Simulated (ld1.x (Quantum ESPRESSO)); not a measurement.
Reading a pseudo-wave (phosphorus (P))

Columns: radius, all-electron u(r) and pseudo u(r) of the 3p shell (level -6.05 eV) of phosphorus in the configuration [Ne] 3s1 3p4; PBEsol, non-relativistic, TM scheme, ld1.x (Quantum ESPRESSO) 7.5.

```tsv
r (bohr)	all-electron	pseudo
0.072	0.0844	-0.0035
0.145	0.2058	-0.0142
0.217	0.2820	-0.0313
0.290	0.3048	-0.0545
0.362	0.2830	-0.0825
0.435	0.2293	-0.1148
0.507	0.1568	-0.1497
0.580	0.0727	-0.1871
0.652	-0.0144	-0.2253
0.725	-0.1021	-0.2649
0.798	-0.1862	-0.3052
0.870	-0.2636	-0.3456
0.942	-0.3346	-0.3868
1.015	-0.3994	-0.4291
1.088	-0.4569	-0.4716
1.160	-0.5067	-0.5126
1.232	-0.5495	-0.5512
1.305	-0.5863	-0.5865
1.378	-0.6165	-0.6165
1.450	-0.6404	-0.6404
1.522	-0.6590	-0.6590
1.595	-0.6729	-0.6729
1.668	-0.6821	-0.6821
1.740	-0.6873	-0.6873
1.812	-0.6890	-0.6890
1.885	-0.6876	-0.6876
```

How many radial nodes do the two functions have?

The all-electron 3p function has n − l − 1 = 1; the pseudo-wave has 0, since the states of the same l below it are removed with the core.

At about which radius was the pseudo-wave matched?

1.45 bohr. The columns agree to 0.0005 from 1.30 bohr on; several derivatives are matched, so the curves merge somewhat inside the radius.

Is the pseudo-wave norm-conserving?

Yes: the TM scheme keeps the norm inside the radius equal to the all-electron one, which fixes the energy derivative of the logarithmic derivative at the level.
